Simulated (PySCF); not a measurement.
**Spin-rotation constants: `C=N[C@H](C)CB(F)F`, C4H8BF2N**

Geometry:
```csv
atom,x (Å),y (Å),z (Å)
C1,-1.116,1.522,0.900
N2,-0.302,0.636,0.545
C3,-0.301,-0.135,-0.682
C4,-0.838,-1.536,-0.416
C5,1.228,-0.095,-0.820
B6,1.345,0.402,0.736
F7,1.905,1.600,1.057
F8,1.558,-0.529,1.702
H9,-2.010,1.753,0.326
H10,-0.917,2.091,1.796
H11,-0.881,0.350,-1.477
H12,-0.287,-1.986,0.405
H13,-1.895,-1.503,-0.159
H14,-0.711,-2.146,-1.306
H15,1.553,0.642,-1.548
H16,1.662,-1.058,-1.068
```

Level of theory: GIAO PBE/pcSseg-1 magnetisability, rotational g tensor and spin-rotation constants, non-relativistic, gas phase (PySCF). Geometry: GFN2-xTB.

**Question.** Give the nuclear spin-rotation constants along the inertial axes (H = +C I·J) beside the isotropic shieldings.

**Answer.** Rotational constants 2.7796, 1.8553, 1.5193 GHz. A star marks the isotopologue with that one atom substituted, in its own axes.
```csv
atom,isotope,Caa (kHz),Cbb (kHz),Ccc (kHz),mean (kHz),σ (ppm)
N2,14N,0.594,0.442,0.153,0.396,-93.7
B6,11B,0.622,0.430,0.310,0.454,89.8
F7,19F,2.535,1.680,2.039,2.085,288.7
F8,19F,2.417,1.975,1.143,1.845,316.3
H9,1H,0.018,-0.040,-0.143,-0.055,24.3
H10,1H,0.059,-0.111,-0.105,-0.053,24.4
H11,1H,-0.151,-0.109,-0.067,-0.109,27.8
H12,1H,-0.203,-0.122,-0.073,-0.133,29.6
H13,1H,-0.175,-0.105,-0.128,-0.136,30.5
H14,1H,-0.177,-0.104,-0.123,-0.135,30.2
H15,1H,-0.324,-0.206,0.053,-0.159,30.3
H16,1H,-0.309,0.064,-0.190,-0.145,30.8
C1,13C*,1.163,0.746,0.337,0.749,30.8
C3,13C*,0.642,0.429,0.306,0.459,115.6
C4,13C*,0.457,0.292,0.245,0.331,155.3
C5,13C*,0.404,0.293,0.278,0.325,156.0
```
For the geometry as given, no vibrational averaging.

**Question.** How do the rotational constants and the g tensor change when H9, H10, H11, H12, H13, H14, H15, H16 are replaced by deuterium?

**Answer.** Constants 2.3613, 1.6455, 1.3341 GHz; g -0.0147, -0.0198, -0.0072, against -0.0173, -0.0216, -0.0078 before.
